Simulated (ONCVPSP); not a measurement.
What one change does to a pseudopotential (Be, ONCV)

ONCVPSP 4.0.1 input, shortened (lines: element, Z, core and valence counts, functional; n l f; lmax; l rc ep ncon nbas qcut; lloc lpopt rc5 dvloc0; l nproj debl; icmod fcfact rcfact), BLYP, scalar-relativistic:

```
  Be 4.00    0    3  -106131      upf
    1    0    2.00
    2    0    1.50
    2    1    0.50
    1
    0    0.85    0.00    4    7   18.30
    1    4.00    0.00    4    8    2.80
    4    5    0.80    0.00
    0    2    0.90
    1    3    1.30
    0    0.00    0.00
```

All-electron outer shells of the reference configuration (BLYP, scalar-relativistic, ld1.x):

```tsv
shell	level (eV)	outermost node (bohr)	outermost maximum (bohr)
1s	-107.30	–	0.27
2s	-5.77	0.59	1.99
2p	-2.20	–	2.20
```

Change: s: rc 1.18.

Cutoffs: the cutoffs (Ha) at which the residual kinetic energy of the hardest occupied pseudo-wave falls to 1 and 0.1 mHa per electron; they do not see the model core or the augmentation charge, which bear on the density cutoff. Errors are all-electron minus pseudo energies relative to the spin-unpolarised reference configuration.

Problem. What does the change do?

Solution. The potential gets softer (97 Ha and 115 Ha → 62 Ha and 74 Ha); the errors of the 4 common tests hardly move; neither file shows a bound ghost. A larger radius leaves more room for a smooth pseudo-wave, so fewer plane waves are needed.

| quantity | base | changed |
| --- | --- | --- |
| cutoff, loose | 97 Ha | 62 Ha |
| cutoff, tight | 115 Ha | 74 Ha |
| loose cutoff by channel | s 97 Ha, p 2.7 Ha | s 62 Ha, p 2.7 Ha |
| bound ghosts | none | none |
| GHOST(+) flags under 300 eV | p at 255.2 eV | p at 255.2 eV |
| error for 1s2 2s2 2p0, meV [ΔE -1.78 eV] | -8.3 | -8.1 |
| error for 1s2 2s1 2p0, meV [ΔE 7.66 eV] | +60 | +59 |
| error for 1s2 2s0 2p0, meV [ΔE 25.75 eV] | +160 | +159 |
| error for 1s2 2s0 2p2, meV [ΔE 5.41 eV] | -72 | -71 |
| p: phases at 4.07 bohr within 0.05 rad from the reference energy up to (Ha; the scan ends near 5) | 0.3 | 0.3 |
